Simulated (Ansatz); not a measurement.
# Pulling the pair apart

The pair of N$_{2}$ (SMILES N#N, atoms 1–2) and SiNH$_{5}$ (SMILES [SiH3]N, atoms 3–9), both closed shells, in one local arrangement (a lower one may exist), relaxed at PBE0-D4/def2-TZVP:

```csv
atom,x (Å),y (Å),z (Å)
N1,0.4576,-0.5404,-2.6947
N2,0.5432,0.2135,-3.4760
Si3,0.2450,0.5152,1.1315
N4,-0.8576,-0.5779,0.3931
H5,0.9853,1.2159,0.0503
H6,-0.5401,1.4882,1.9344
H7,1.2612,-0.0934,2.0420
H8,-1.5646,-1.0267,0.9526
H9,-0.5301,-1.1944,-0.3333
```

SiNH$_{5}$ is shifted rigidly along the line between the mean atom positions of the two fragments (negative: closer). Counterpoise interaction energies in kcal/mol. Computed with Ansatz 0.2.0 (basis: def2-TZVPPD); correlated methods freeze the cores.

| shift (Å) | PBE-D4 | PBE0-D4 | HF |
| --- | --- | --- | --- |
| -0.40 | -0.44 | -0.24 | 2.23 |
| -0.20 | -1.02 | -0.85 | 0.92 |
| 0.00 | -1.14 | -1.01 | 0.29 |
| 0.20 | -1.06 | -0.95 | 0.00 |
| 0.48 | -0.83 | -0.76 | -0.14 |
| 0.99 | -0.41 | -0.39 | -0.15 |
| 1.99 | -0.02 | -0.04 | -0.07 |
| 3.97 | 0.12 | 0.10 | -0.02 |

At the largest shift the D4 term itself is slightly repulsive (PBE-D4 +6.3 meV, PBE0-D4 +5.1 meV): a quirk of that model, not of the functional.

Task: What does CCSD(T) give at these shifts? (Judge from chemistry; the value comes from the calculation.)

Result: Computed: -0.04, -0.73, -0.93, -0.90, -0.74, -0.44, -0.16, -0.03 kcal/mol. For zero shift, CCSD(T) at an estimated basis limit (MP2 extrapolated from triple and quadruple zeta, plus CCSD(T) − MP2 in triple zeta) gives -1.03 kcal/mol. These are counterpoise interaction energies, counted from the two frozen fragments.

The T1 diagnostic stays at or below 0.012.

For scale, one of the runs: CCSD(T)/def2-TZVPPD, 244 basis functions, launched by `ansatz run in.yaml --threads 4 --pin off --events-out ev --progress --plain --max-ram 9574MiB`. The run took 28 s on 4 CPU threads of an AMD EPYC 9R45 (shared host), with 4.8 GiB of host memory at its peak.
